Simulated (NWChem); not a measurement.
**Basis-set convergence for CH3FGe**

```xyz
6

Ge    -0.4721    -0.0782     0.0000
F      0.8181    -1.3124     0.0000
C      0.7728     1.4952     0.0000
H      0.2404     2.4674     0.0000
H      1.4337     1.4384    -0.8923
H      1.4337     1.4384     0.8923
```
Charge 0, spin multiplicity 1.

Program: NWChem. The geometry was optimised at PBE/def2-SVP, a minimum by its harmonic frequencies.

Quantity: first vertical ionisation energy at the level G0W0@PBE0.

The Hamiltonian is non-relativistic. GW and range-separated runs recompute their integrals, the others keep them in memory, which bears on the times. The structure started from a generated list of species.

The cost column gives rough processor time relative to def2-SVP; each entry includes its own SCF.

Task: In def2-TZVPD the value is 8.99 eV. Among def2-SVP, def2-SVPD, def2-TZVP, which is the smallest basis within 0.1 eV of it?

Result: def2-TZVP, with 128 functions against 158. def2-TZVPD isn't the basis-set limit itself, and a small set can land close by cancellation.

| basis | functions | first vertical ionisation energy (eV) | relative cost |
|---|---|---|---|
| def2-SVP | 75 | 8.61 | 1 |
| def2-SVPD | 105 | 8.72 | under 3 |
| def2-TZVP | 128 | 8.99 | 5 |
| def2-TZVPD | 158 | 8.99 | 9 |
